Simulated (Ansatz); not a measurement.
`[CH3][Sc]([Cl])[O][SiH3]` + HCl → `[SiH3][O][Sc]([Cl])[Cl]` + CH₄  (ligand exchange at the Sc–C bond)

Program: Ansatz. Geometries: PBE0-D4/def2-TZVP. ΔE: electronic, gas phase. CCSD(T)/CBS is the MP2 limit (def2-TZVPP, def2-QZVPP) plus CCSD(T) − MP2 in def2-TZVPP, frozen cores. This one scheme is used for every species. DFT in def2-TZVPP. For Sc outer-core shells are correlated without core-valence functions, which leaves a few kJ/mol of doubt a bond. Scalar relativity is left out up to krypton. Each species was taken in one conformer, which may not be the lowest.

| species | r2SCANh energy (Eh) |
| --- | --- |
| `[CH3][Sc]([Cl])[O][SiH3]` | -1627.43141 |
| HCl | -460.78455 |
| `[SiH3][O][Sc]([Cl])[Cl]` | -2047.81049 |
| CH₄ | -40.49979 |

Question: Work out ΔE.

Answer: ΔE = (-2047.81049) + (-40.49979) − (-1627.43141) − (-460.78455) = -0.09432 Eh = -2.57 eV. CCSD(T)/CBS gives -2.47 eV.

Largest T1 diagnostic among the species: 0.014.

From BLYP to BHLYP (50 % exact exchange), in def2-TZVPP and without D4, ΔE moves by −0.06 eV. At CCSD(T), def2-SVP lies −0.17 eV from the extrapolated value and def2-TZVPP −0.03 eV.
